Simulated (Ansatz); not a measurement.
Cost and result for the atomization energy of C3H5ClGe, SMILES `CC#[C][GeH2][Cl]` (10 atoms, 9 bonds).

```xyz
10

C     1.028   -1.660   -1.191
C     0.344   -0.643   -0.422
C    -0.223    0.210    0.219
Ge   -1.110    1.532    1.219
Cl   -0.076    3.404    0.937
H     0.898   -1.488   -2.262
H     0.636   -2.652   -0.955
H     2.098   -1.655   -0.972
H    -2.540    1.736    0.711
H    -1.054    1.217    2.716
```

The species carries charge 0 and has multiplicity 1. Correlated methods include outer-core shells of Ge, which these sets cover unevenly. Scalar relativity is left out up to krypton. All single points use the PBE0-D4/def2-TZVP geometry. Program: Ansatz. All runs use 4 threads of an Arm Neoverse V1 on a shared host. Times are those of one run each, without the atoms' runs, and a repeat can differ threefold. Electronic energies, without spin–orbit coupling; frozen cores. CCSD(T)/CBS adds CCSD(T) − MP2 in def2-TZVPP to the MP2 limit, and its time is that of the two runs behind it. T1 = 0.011. With those shells the extrapolation isn't a true limit. HSE06 is the plane-wave form, built on full-range PBE exchange.

CCSD(T)/CBS is a level of theory with its own doubt, some kJ/mol a heavy atom from the limit and from the frozen cores, so smaller differences don't rank the functionals.

| level | functions | wall time |
| --- | --- | --- |
| LDA (SPW92)/def2-TZVPP | 253 | 1.4 s |
| HSE06-D4/def2-TZVPP | 253 | 4 s |
| BHLYP-D4/def2-TZVPP | 253 | 4.2 s |
| CAM-B3LYP-D4/def2-TZVPP | 253 | 4.6 s |
| r2SCAN-D4/def2-TZVPP (with forces) | 253 | 6 s |
| r2SCANh-D4/def2-TZVPP | 253 | 7 s |
| B2PLYP/def2-TZVPP | 253 | 7 s |
| ωB97X-V/def2-TZVPP | 253 | 9.5 s |
| CCSD(T)/def2-SVP | 117 | 10 s |
| B97M-V/def2-TZVPP | 253 | 12 s |
| MP2/def2-QZVPP | 480 | 29 s |
| CCSD(T)/def2-TZVPP | 253 | 4.3 min |
| CCSD(T)/CBS(def2) | – | 4.7 min |

Task: What atomization energy does each give, and how far from CCSD(T)/CBS? (Estimate.)

Result: Computed: 
| level | atomization (kJ/mol) | difference from CCSD(T)/CBS | per bond |
| --- | --- | --- | --- |
| LDA (SPW92)/def2-TZVPP | 4311.3 | 536.6 | 59.6 |
| HSE06-D4/def2-TZVPP | 3795.5 | 20.8 | 2.3 |
| BHLYP-D4/def2-TZVPP | 3660.6 | -114.1 | -12.7 |
| CAM-B3LYP-D4/def2-TZVPP | 3770.1 | -4.6 | -0.5 |
| r2SCAN-D4/def2-TZVPP (with forces) | 3789.8 | 15.1 | 1.7 |
| r2SCANh-D4/def2-TZVPP | 3767.0 | -7.7 | -0.9 |
| B2PLYP/def2-TZVPP | 3738.7 | -36.0 | -4.0 |
| ωB97X-V/def2-TZVPP | 3778.7 | 4.0 | 0.4 |
| CCSD(T)/def2-SVP | 3590.1 | -184.6 | -20.5 |
| B97M-V/def2-TZVPP | 3805.0 | 30.3 | 3.4 |
| MP2/def2-QZVPP | 3817.4 | 42.7 | 4.7 |
| CCSD(T)/def2-TZVPP | 3694.6 | -80.1 | -8.9 |
| CCSD(T)/CBS(def2) | 3774.7 | 0.0 | 0.0 |

The D4 term adds +33.0 kJ/mol with B3LYP and +17.4 kJ/mol with PBE0; it sums over pairs of atoms, weighted by their polarisabilities, and B3LYP, whose exchange is more repulsive, gets the larger term. Leaving LDA and LC-ωPBE aside and taking each functional with its dispersion term where it has one, the values, not all of them listed here, spread over 192.3 kJ/mol, from BHLYP-D4 to PBE-D4. LDA lies +478.8 kJ/mol from PBE without D4, its usual overbinding. In def2-TZVPP, CCSD(T) changes the Hartree–Fock value by +906.9 kJ/mol (the triples alone add +64.5 kJ/mol) and MP2 by +983.3 kJ/mol; breaking electron pairs costs correlation energy, which Hartree–Fock lacks.

B3LYP here is the variant with VWN-RPA as its local correlation; programs differ in this.

For some Ge, Se and Sn compounds the MP2-based and the directly extrapolated limit differ by 10 to 25 kJ/mol.
